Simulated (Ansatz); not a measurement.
A nudged elastic band was laid between two geometries of C₄H₉FSn (15 atoms, charge 0, multiplicity 1).

The calculation used RKS BHLYP/def2-SVP in Ansatz 0.2.0.

```json
{
 "movable images": "5",
 "climbing image": "yes",
 "spring": "5.0 eV/Å²",
 "optimiser": "quadratic models (default)",
 "start path": "IDPP",
 "force threshold": "0.05 eV/Å",
 "iteration limit": "54",
 "end points": "relaxed"
}
```

Image 0:

```xyz
15
Properties=species:S:1:pos:R:3
C -2.528 0.303 0.810
C -1.148 -0.227 0.696
F -0.622 -0.532 1.891
C -0.424 -0.421 -0.399
C 0.965 -0.949 -0.420
Sn 2.450 0.618 -0.699
H -3.177 -0.428 1.301
H -2.938 0.537 -0.172
H -2.540 1.210 1.424
H -0.888 -0.152 -1.343
H 1.208 -1.456 0.516
H 1.104 -1.661 -1.237
H 2.370 1.722 0.601
H 4.018 -0.061 -0.781
H 2.129 1.449 -2.160
```

Image 6:

```xyz
15
Properties=species:S:1:pos:R:3
C -2.660 0.125 0.200
C -1.292 -0.424 0.036
F -1.237 -1.371 -0.913
C -0.185 -0.097 0.689
C 1.155 -0.693 0.448
Sn 2.440 0.603 -0.739
H -3.011 0.565 -0.738
H -2.683 0.888 0.978
H -3.361 -0.673 0.467
H -0.276 0.680 1.442
H 1.679 -0.878 1.389
H 1.075 -1.640 -0.087
H 2.580 2.122 0.036
H 3.998 -0.088 -0.892
H 1.758 0.828 -2.288
```

(1) Which bonds break or form, and what moves?

(2) What energy profile does the band end with?

(3) What is the geometry of the highest image?

(4) What are the harmonic wavenumbers there?

## Answers

(1) No bond is made or broken. The dihedral C2–C4–C5–Sn6 goes from -102 to 102°. The two ends are copies of one structure, up to a mirror image or an exchange of like atoms.

(2) The forces met the threshold. The highest image is number 3 of 0 to 6, 0.155 eV above the ends, which have the same energy within 2 meV. A vibrational analysis at the climbing image gives one clearly imaginary mode, 74i cm⁻¹: a first-order saddle point.

```json
{"image": "0", "path coordinate (Å)": "0.00", "energy (eV)": "0.000", "dihedral C2–C4–C5–Sn6 (°)": "-102"}
{"image": "1", "path coordinate (Å)": "1.19", "energy (eV)": "0.030", "dihedral C2–C4–C5–Sn6 (°)": "-126"}
{"image": "2", "path coordinate (Å)": "2.38", "energy (eV)": "0.105", "dihedral C2–C4–C5–Sn6 (°)": "-152"}
{"image": "3", "path coordinate (Å)": "3.56", "energy (eV)": "0.155", "dihedral C2–C4–C5–Sn6 (°)": "-180"}
{"image": "4", "path coordinate (Å)": "4.75", "energy (eV)": "0.105", "dihedral C2–C4–C5–Sn6 (°)": "152"}
{"image": "5", "path coordinate (Å)": "5.94", "energy (eV)": "0.029", "dihedral C2–C4–C5–Sn6 (°)": "126"}
{"image": "6", "path coordinate (Å)": "7.14", "energy (eV)": "0.000", "dihedral C2–C4–C5–Sn6 (°)": "102"}
```

(3) 
```xyz
15
Properties=species:S:1:pos:R:3:forces:R:3
C -2.625 0.064 0.999 0.00 0.00 0.00
C -1.234 -0.419 0.824 -0.01 0.03 -0.02
F -0.974 -1.497 1.573 0.00 -0.02 0.02
C -0.278 0.074 0.051 0.04 -0.02 0.00
C 1.100 -0.518 -0.032 0.00 0.01 -0.01
Sn 2.447 0.504 -1.379 -0.01 0.00 0.00
H -3.337 -0.721 0.728 0.00 0.00 0.00
H -2.815 0.942 0.381 0.00 0.00 0.00
H -2.809 0.322 2.047 0.00 0.00 0.00
H -0.541 0.949 -0.536 -0.02 0.00 0.00
H 1.577 -0.531 0.953 0.00 0.00 0.00
H 1.054 -1.564 -0.354 0.00 -0.01 0.00
H 2.628 2.133 -0.892 0.00 0.00 0.00
H 3.973 -0.263 -1.366 0.00 0.00 0.00
H 1.813 0.475 -2.967 0.00 0.00 0.00
```

(4) 74i, 58, 111, 180, 196, 245, 371, 400, 464, 537, 572, 679, 725, 737, 762, 763, 864, 937, 1036, 1101, 1139, 1183, 1201, 1272, 1409, 1466, 1480, 1495, 1515, 1852, 1965, 1969, 1974, 3122, 3134, 3180, 3194, 3244, 3268 cm⁻¹.

Run time: 4.4 min on 2 threads of Arm Neoverse V1 (shared host), peak memory 0.44 GiB.
